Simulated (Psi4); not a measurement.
# Worked example: ideal-gas entropy of SiSbH3F2 (SMILES [F][Sb]([F])[SiH3])

A singlet with charge 0, relaxed at PBE0-D4/def2-TZVP (density fitting, core potential) (Psi4 1.11):

```xyz
7

F    -0.0009   -1.5361    1.8652
Sb    1.0687   -0.0270    1.3796
F     2.2007   -0.9952    0.1802
Si   -0.5686    0.6275   -0.5502
H     0.0757    1.6557   -1.4102
H    -1.8137    1.1924    0.0350
H    -0.8646   -0.5987   -1.3304
```

Harmonic wavenumbers in cm⁻¹: 79, 119, 140, 203, 296, 454, 459, 605, 622, 836, 925, 930, 2213, 2230, 2251.

Masses in u: F 18.998, Sb 121.76, Si 28.085, H 1.008. Take T = 298.15 K, p = 1 bar, R = 8.3145 J/(mol K), kT/hc = 207.22 cm⁻¹, rigid rotor and harmonic oscillator.

Task: Work out S° at 298 K.

Result: 
1. Translation (Sackur–Tetrode): S = R[3/2 ln M + 5/2 ln T − 1.1517] with M = 190.865 gives 174.4 J/(mol K).
2. Rotation: principal moments 128.108, 240.734, 270.128 u Å² give A, B, C = 0.1316, 0.07, 0.0624 cm⁻¹; the symmetry number is σ = 1; q = (√π/σ)√((kT/hc)³/ABC) = 220523; S = R(ln q + 3/2) = 114.8.
3. Vibration: with u = ν̃/207.22, each mode gives R[u/(eᵘ − 1) − ln(1 − e⁻ᵘ)]; the sum is 67.9, most from 79 cm⁻¹ (16.4), 119 cm⁻¹ (13.0), 140 cm⁻¹ (11.7).
4. Spin: R ln 1 = 0.0.
5. Sum: 174.4 + 114.8 + 67.9 + 0.0 = 357.1 J/(mol K).

No measured value is set beside it here. Where a soft mode is a torsion, a harmonic oscillator describes it poorly.
